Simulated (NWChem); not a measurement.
## Dipole moment of FGa

```
Ga
F 1 1.7982
```
Charge 0, spin multiplicity 1.

Program: NWChem. All single points use one geometry, from PBE/def2-SVP, a minimum by its harmonic frequencies.

Basis set: def2-SVPD. The CCSD dipole comes from the Λ equations, without orbital relaxation.

The Hamiltonian is non-relativistic. The correlated methods keep 10 core orbitals frozen. B3LYP has NWChem's definition, with VWN1-RPA local correlation. The structure started from a generated list of species. Coupled-cluster values serve here as a point of comparison, not as the truth.

```csv
method,dipole moment (D)
PBE,?
PBE0,2.43
HF,2.45
B3LYP,?
CCSD,?
```

Q: Some entries are withheld; supply them.

A: 
- PBE, dipole moment (D): 2.33
- B3LYP, dipole moment (D): 2.51
- CCSD, dipole moment (D): 2.38
